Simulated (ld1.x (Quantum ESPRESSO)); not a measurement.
# Reading a pseudo-wave (Au)

Columns: radius, all-electron u(r) and pseudo u(r) of the 6s shell (level -5.76 eV) of gold in the configuration [Xe] 4f14 5d10 6s1 6p0; PBE, scalar-relativistic, TM scheme, ld1.x (Quantum ESPRESSO) 7.5.

```csv
r (bohr),all-electron,pseudo
0.200,0.0141,-0.0227
0.400,-0.1212,-0.0491
0.600,0.2260,-0.0833
0.800,0.2933,-0.1301
1.000,0.1281,-0.1941
1.200,-0.1033,-0.2777
1.400,-0.3114,-0.3771
1.600,-0.4676,-0.4803
1.800,-0.5713,-0.5693
2.000,-0.6314,-0.6296
2.200,-0.6578,-0.6575
2.400,-0.6598,-0.6598
2.600,-0.6448,-0.6448
2.800,-0.6183,-0.6183
3.000,-0.5845,-0.5845
3.200,-0.5465,-0.5465
3.400,-0.5067,-0.5067
3.600,-0.4666,-0.4666
3.800,-0.4274,-0.4274
4.000,-0.3897,-0.3897
4.200,-0.3540,-0.3540
4.400,-0.3206,-0.3206
4.600,-0.2895,-0.2895
4.800,-0.2608,-0.2608
5.000,-0.2345,-0.2345
5.200,-0.2104,-0.2104
```

Question: How many radial nodes do the two functions have?

Answer: The all-electron 6s function has n − l − 1 = 5 (the table is too coarse to show those close to the nucleus); the pseudo-wave has 0, since the states of the same l below it are removed with the core.

Question: At about which radius was the pseudo-wave matched?

Answer: 2.45 bohr. The columns agree to 0.0005 from 2.20 bohr on; several derivatives are matched, so the curves merge somewhat inside the radius.

Question: Is the pseudo-wave norm-conserving?

Answer: Yes: the TM scheme keeps the norm inside the radius equal to the all-electron one, which fixes the energy derivative of the logarithmic derivative at the level.
